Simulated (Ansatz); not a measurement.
Ansatz (a quantum-chemistry and plane-wave program) input (BHLYP/def2-TZVPD):

Ansatz 0.2 input:
```yaml
crystal:
  periodic: [false, false, false]
  atoms:
    - {symbol: Cs, position_ang: [-0.00000000, -0.00000000, -0.98648077]}
    - {symbol: Cl, position_ang: [0.00000000, 0.00000000, 3.19155545]}
basis:
  gaussian:
    orbitals: def2-TZVPD
hamiltonian:
  xc: {name: BHLYP}
total_charge: 1
magnetization: {spin_polarized: true, initial_magnetization: 1}
output: {forces: true}
```

Output:

```
Functional definition: BHLYP
integrals: 0.02 GiB planned
656 factors; their error is unknown
mean field: 0.25 GiB planned
mean field evaluation 1: about -13042.9691 eV, gradient 3.9e1 eV
mean field evaluation 2: about -12850.1757 eV, gradient 7.8e1 eV
mean field evaluation 4: about -13062.7169 eV, gradient 1.4e1 eV
mean field evaluation 8: about -13064.1758 eV, gradient 1.2e-1 eV
mean field evaluation 16: about -13064.2423 eV, gradient 1.2e-4 eV
mean field -13064.24229104 eV, -480.1020489343 hartree, gradient 8.6e-6 eV, S^2 0.754734; 1 other end points of the search recorded, 0 dependent functions left out
the calculation of the forces begins
reference -13064.24245768 eV, -480.1020550580 hartree; 13, 12 occupied and 65, 66 virtual orbitals, 656 factors
Total energy: -13064.24245768 eV, -480.1020550580 hartree
Atom 0 at    -0.000000    -0.000000    -0.986481 Å, force     0.000000    -0.000000     0.066317 eV/Å
Atom 1 at     0.000000     0.000000     3.191555 Å, force     0.000000     0.000000    -0.066317 eV/Å
Dipole moment:    -0.000000    -0.000000    -0.835542 e Å
```
